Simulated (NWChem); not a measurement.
System: SnNH$_{3}$Cl$_{2}$; SMILES [NH2][SnH]([Cl])[Cl]

Input file for NWChem:

```
start job
memory heap 200 mb stack 900 mb global 1100 mb
geometry units angstroms noautoz
  Sn     0.330540    -0.381382     0.022716
  N      2.088490     0.617125     0.037150
  Cl    -1.033636     0.734627     1.568204
  Cl    -0.670029    -0.218553    -2.100420
  H      0.422080    -2.027697     0.435237
  H      2.465727     0.748536    -0.901084
  H      1.971396     1.540732     0.453947
end
basis spherical
  * library def2-svp
end
ecp
  Sn library def2-ecp
end
dft
  xc mn15
  iterations 150
  mulliken
end
task dft gradient
```

NWChem printed, in part:

```
             Northwest Computational Chemistry Package (NWChem) 7.3.0
             --------------------------------------------------------

 C1  symmetry detected

                             Geometry "geometry" -> ""
                             -------------------------

 Output coordinates in angstroms (scale by  1.889725989 to convert to a.u.)

  No.       Tag          Charge          X              Y              Z
 ---- ---------------- ---------- -------------- -------------- --------------
    1 Sn                  50.0000     0.29133842    -0.00019108    -0.30676404
    2 N                    7.0000     1.94942094    -0.13846941     0.84182389
    3 Cl                  17.0000    -1.00518838    -1.87477818     0.24089174
    4 Cl                  17.0000    -0.92375259     1.93211358     0.26342070
    5 H                    1.0000     0.56476626     0.02730013    -1.98407966
    6 H                    1.0000     2.21967464     0.76067935     1.23976117
    7 H                    1.0000     1.79468840    -0.78384157     1.61644202

 Effective nuclear repulsion energy (a.u.)     610.6806567708

                                 NWChem DFT Module
                                 -----------------

 Summary of "ao basis" -> "ao basis" (spherical)
 ------------------------------------------------------------------------------
       Tag                 Description            Shells   Functions and Types
 ---------------- ------------------------------  ------  ---------------------
 Sn                         def2-svp                10       26   4s4p2d
 N                          def2-svp                 6       14   3s2p1d
 Cl                         def2-svp                 8       18   4s3p1d
 H                          def2-svp                 3        5   2s1p

            General Information
            -------------------
          SCF calculation type: DFT
          Wavefunction type:  closed shell.
          No. of atoms     :     7
          No. of electrons :    66
           Alpha electrons :    33
            Beta electrons :    33
          Charge           :     0
          Spin multiplicity:     1
          Use of symmetry is: off; symmetry adaption is: off
          Maximum number of iterations: 150
          AO basis - number of functions:    91
                     number of shells:    41
          Convergence on energy requested:  1.00D-06
          Convergence on density requested:  1.00D-05
          Convergence on gradient requested:  5.00D-04

              XC Information
              --------------
                         MN15 Method XC Functional
                     Hartree-Fock (Exact) Exchange  0.440
                          MN15 Exchange Functional  1.000
                        MN15 Correlation Potential  1.000

             Grid Information
             ----------------
          Grid used for XC integration:  medium
          Radial quadrature: Mura-Knowles
          Angular quadrature: Lebedev.
          Tag              B.-S. Rad. Rad. Pts. Rad. Cut. Ang. Pts.
          ---              ---------- --------- --------- ---------
          Sn                  1.45      123           9.0       590
          N                   0.65       49           9.0       434
          Cl                  1.00       88          11.0       590
          H                   0.35       45          11.0       434
          Grid pruning is: on
          Number of quadrature shells:   483
          Spatial weights used:  Erf1

      Superposition of Atomic Density Guess
      -------------------------------------

 Sum of atomic energies:       -1223.48480002

      Non-variational initial energy
      ------------------------------

 Total energy =   -1188.471696
 1-e energy   =   -2368.714903
 2-e energy   =     855.605498
 HOMO         =      -0.356036
 LUMO         =      -0.013071

     ---------------------------------------------
      Total Density - Mulliken Population Analysis
     ---------------------------------------------

    Atom       Charge   Shell Charges
 -----------   ------   -------------------------------------------------------
    1 Sn  22    20.52   1.60  0.42  0.86  0.21  3.26  2.73  0.86  0.41  9.76  0.40
    2 N    7     7.85   1.99  1.05  0.50  2.52  1.78  0.01
    3 Cl  17    17.52   2.00  1.99  1.23  0.73  5.94  2.17  3.45  0.01
    4 Cl  17    17.53   2.00  1.99  1.23  0.73  5.94  2.17  3.45  0.01
    5 H    1     1.06   0.62  0.43  0.01
    6 H    1     0.76   0.59  0.12  0.04
    7 H    1     0.77   0.60  0.12  0.04

   convergence    iter        energy       DeltaE   RMS-Dens  Diis-err
 ---------------- ----- ----------------- --------- --------- ---------
 d= 0,ls=0.0,diis     1  -1190.1088175664 -1.51D+03  1.49D-02  1.10D+00
 d= 0,ls=0.0,diis     2  -1190.1401140383 -3.13D-02  8.08D-03  4.74D-01
 d= 0,ls=0.0,diis     3  -1190.1891107436 -4.90D-02  2.50D-03  1.30D-01
 d= 0,ls=0.0,diis     4  -1190.2031637963 -1.41D-02  7.39D-04  4.70D-03
 d= 0,ls=0.0,diis     5  -1190.2037480817 -5.84D-04  1.79D-04  4.49D-04
  Resetting Diis
 d= 0,ls=0.0,diis     6  -1190.2038019761 -5.39D-05  3.47D-05  5.42D-06
 d= 0,ls=0.0,diis     7  -1190.2038029505 -9.74D-07  1.03D-05  3.27D-07
 d= 0,ls=0.0,diis     8  -1190.2038030150 -6.44D-08  4.13D-06  1.34D-07

         Total DFT energy =    -1190.203803014951
      One electron energy =    -2370.459774678625
           Coulomb energy =      937.443197020432
    Exchange-Corr. energy =      -81.824934665374
 Nuclear repulsion energy =      324.637709308616

 Numeric. integr. density =       65.999997683679

                       DFT Final Molecular Orbital Analysis
                       ------------------------------------

 Vector   31  Occ=2.000000D+00  E=-3.519340D-01
              MO Center= -7.5D-01, -4.0D-01,  8.2D-02, r^2= 4.8D+00
   Bfn.  Coefficient  Atom+Function         Bfn.  Coefficient  Atom+Function
  ----- ------------  ---------------      ----- ------------  ---------------
    53      0.307985  3 Cl pz                70      0.269030  4 Cl py
    52      0.265730  3 Cl py                50      0.244263  3 Cl pz
    51     -0.244714  3 Cl px                49      0.209701  3 Cl py
    67      0.206595  4 Cl py                71      0.204339  4 Cl pz
    48     -0.188840  3 Cl px                68      0.162714  4 Cl pz

 Vector   32  Occ=2.000000D+00  E=-3.508311D-01
              MO Center= -7.2D-01,  8.5D-01,  6.9D-02, r^2= 4.3D+00
   Bfn.  Coefficient  Atom+Function         Bfn.  Coefficient  Atom+Function
  ----- ------------  ---------------      ----- ------------  ---------------
    71      0.394849  4 Cl pz                68      0.311209  4 Cl pz
    70     -0.238065  4 Cl py                69     -0.234223  4 Cl px
    52     -0.225148  3 Cl py                67     -0.187298  4 Cl py
    66     -0.180242  4 Cl px                65      0.177573  4 Cl pz
    49     -0.171690  3 Cl py                53      0.169798  3 Cl pz

 Vector   33  Occ=2.000000D+00  E=-3.215921D-01
              MO Center=  1.4D+00,  1.2D-02,  6.7D-01, r^2= 3.1D+00
   Bfn.  Coefficient  Atom+Function         Bfn.  Coefficient  Atom+Function
  ----- ------------  ---------------      ----- ------------  ---------------
    30      0.439915  2 N  px                33     -0.350179  2 N  px
    32     -0.214804  2 N  pz                69     -0.203079  4 Cl px
    35      0.175650  2 N  pz                31     -0.172110  2 N  py
    66     -0.154897  4 Cl px                34      0.140083  2 N  py
    28     -0.123530  2 N  s                 29     -0.123074  2 N  s

 Vector   34  Occ=0.000000D+00  E=-3.368501D-02
              MO Center= -6.7D-03,  2.9D-02, -2.2D-01, r^2= 4.3D+00
   Bfn.  Coefficient  Atom+Function         Bfn.  Coefficient  Atom+Function
  ----- ------------  ---------------      ----- ------------  ---------------
     3      0.861099  1 Sn s                  4      0.578114  1 Sn s
    78     -0.480986  5 H  s                 70      0.351361  4 Cl py
    52     -0.341090  3 Cl py                 2     -0.299178  1 Sn s
    29     -0.284712  2 N  s                 77     -0.242402  5 H  s
     1     -0.237490  1 Sn s                 33      0.227120  2 N  px

 Vector   35  Occ=0.000000D+00  E= 1.447132D-02
              MO Center=  4.5D-01,  1.9D-01, -4.3D-01, r^2= 4.3D+00
   Bfn.  Coefficient  Atom+Function         Bfn.  Coefficient  Atom+Function
  ----- ------------  ---------------      ----- ------------  ---------------
    15      0.820053  1 Sn py                12      0.488186  1 Sn py
    44      0.377908  3 Cl s                 14      0.312972  1 Sn px
    69     -0.279083  4 Cl px                62     -0.274467  4 Cl s
    88      0.225707  7 H  s                 51      0.219269  3 Cl px
    52      0.219875  3 Cl py                29     -0.205979  2 N  s

 Vector   36  Occ=0.000000D+00  E= 3.434641D-02
              MO Center=  6.2D-01, -1.9D-01, -2.9D-01, r^2= 4.8D+00
   Bfn.  Coefficient  Atom+Function         Bfn.  Coefficient  Atom+Function
  ----- ------------  ---------------      ----- ------------  ---------------
    14      0.759632  1 Sn px                29     -0.756860  2 N  s
    11      0.397292  1 Sn px                15     -0.346648  1 Sn py
     4      0.314070  1 Sn s                 83      0.266406  6 H  s
    62      0.246816  4 Cl s                 70     -0.210721  4 Cl py
    28     -0.201067  2 N  s                 12     -0.197801  1 Sn py

     ---------------------------------------------
      Total Density - Mulliken Population Analysis
     ---------------------------------------------

    Atom       Charge   Shell Charges
 -----------   ------   -------------------------------------------------------
    1 Sn  22    21.30   1.59  0.41  1.08  0.11  3.25  2.72  1.36  0.47  9.69  0.60
    2 N    7     7.38   1.98  0.98  0.49  2.42  1.50  0.01
    3 Cl  17    17.27   2.00  1.97  1.23  0.75  5.93  2.22  3.16  0.01
    4 Cl  17    17.27   2.00  1.97  1.23  0.75  5.93  2.22  3.17  0.01
    5 H    1     1.05   0.69  0.35  0.01
    6 H    1     0.86   0.70  0.11  0.04
    7 H    1     0.86   0.70  0.11  0.04

     -------------------------------------------
      Total Density - Lowdin Population Analysis
     -------------------------------------------

    Atom       Charge   Shell Charges
 -----------   ------   -------------------------------------------------------
    1 Sn  22    21.61   1.17  0.76  0.74  0.40  3.02  2.81  1.33  0.82  9.45  1.11
    2 N    7     7.26   1.97  0.73  0.48  2.22  1.83  0.03
    3 Cl  17    17.10   2.00  1.95  1.04  0.83  5.83  2.31  3.13  0.01
    4 Cl  17    17.11   2.00  1.95  1.04  0.83  5.83  2.31  3.14  0.01
    5 H    1     1.07   0.60  0.44  0.03
    6 H    1     0.93   0.59  0.21  0.12
    7 H    1     0.93   0.59  0.21  0.12

     Multipole analysis of the density
     ---------------------------------

     L   x y z        total         alpha         beta         nuclear
     -   - - -        -----         -----         ----         -------
     0   0 0 0     -0.000000    -33.000000    -33.000000     66.000000

     1   1 0 0      0.806318      8.110856      8.110856    -15.415394
     1   0 1 0      0.124471      0.057180      0.057180      0.010110
     1   0 0 1     -0.004669     -8.118134     -8.118134     16.231600

     2   2 0 0    -43.797757   -144.420519   -144.420519    245.043282
     2   1 1 0      1.295792      0.466786      0.466786      0.362220
     2   1 0 1      1.906784     -9.403623     -9.403623     20.714031
     2   0 2 0    -44.984077   -244.864993   -244.864993    444.745910
     2   0 1 1     -0.165642      0.306488      0.306488     -0.778619
     2   0 0 2    -38.968474    -50.344583    -50.344583     61.720693

            General Information
            -------------------
          SCF calculation type: DFT
          Wavefunction type:  closed shell.
          No. of atoms     :     7
          No. of electrons :    66
           Alpha electrons :    33
            Beta electrons :    33
          Charge           :     0
          Spin multiplicity:     1
          Use of symmetry is: off; symmetry adaption is: off
          Maximum number of iterations: 150
          AO basis - number of functions:    91
                     number of shells:    41
          Convergence on energy requested:  1.00D-06
          Convergence on density requested:  1.00D-05
          Convergence on gradient requested:  5.00D-04

              XC Information
              --------------
                         MN15 Method XC Functional
                     Hartree-Fock (Exact) Exchange  0.440
                          MN15 Exchange Functional  1.000
                        MN15 Correlation Potential  1.000

             Grid Information
             ----------------
          Grid used for XC integration:  medium
          Radial quadrature: Mura-Knowles
          Angular quadrature: Lebedev.
          Tag              B.-S. Rad. Rad. Pts. Rad. Cut. Ang. Pts.
          ---              ---------- --------- --------- ---------
          Sn                  1.45      123           9.0       590
          N                   0.65       49           9.0       434
          Cl                  1.00       88          11.0       590
          H                   0.35       45          11.0       434
          Grid pruning is: on
          Number of quadrature shells:   483
          Spatial weights used:  Erf1

          Convergence Information
          -----------------------
          Convergence aids based upon iterative change in
          total energy or number of iterations.
          Levelshifting, if invoked, occurs when the
          HOMO/LUMO gap drops below (HL_TOL):  1.00D-02
          DIIS, if invoked, will attempt to extrapolate
          using up to (NFOCK): 10 stored Fock matrices.

                    Damping( 0%)  Levelshifting(0.5)       DIIS
                  --------------- ------------------- ---------------
          dE  on:    start            ASAP                start
          dE off:    2 iters        150 iters           150 iters

                            NWChem DFT Gradient Module
                            --------------------------

  charge          =   0.00
  wavefunction    = closed shell

                         DFT ENERGY GRADIENTS

    atom               coordinates                        gradient
                 x          y          z           x          y          z
   1 Sn      0.550550  -0.000361  -0.579700    0.001206   0.000210   0.000045
   2 N       3.683871  -0.261669   1.590816    0.003589  -0.000322   0.002545
   3 Cl     -1.899531  -3.542817   0.455219   -0.002124  -0.003239   0.000511
   4 Cl     -1.745639   3.651165   0.497793   -0.001943   0.003342   0.000557
   5 H       1.067253   0.051590  -3.749367    0.000453   0.000006  -0.001713
   6 H       4.194577   1.437476   2.342809   -0.001247  -0.002065  -0.000461
   7 H       3.391469  -1.481246   3.054632    0.000065   0.002068  -0.001484
```

Level: MN15/def2-SVP with def2 effective core potentials on Sn. The geometry was optimised at PBE0/def2-SVP. def2 effective core potentials on Sn; no spin-orbit coupling.
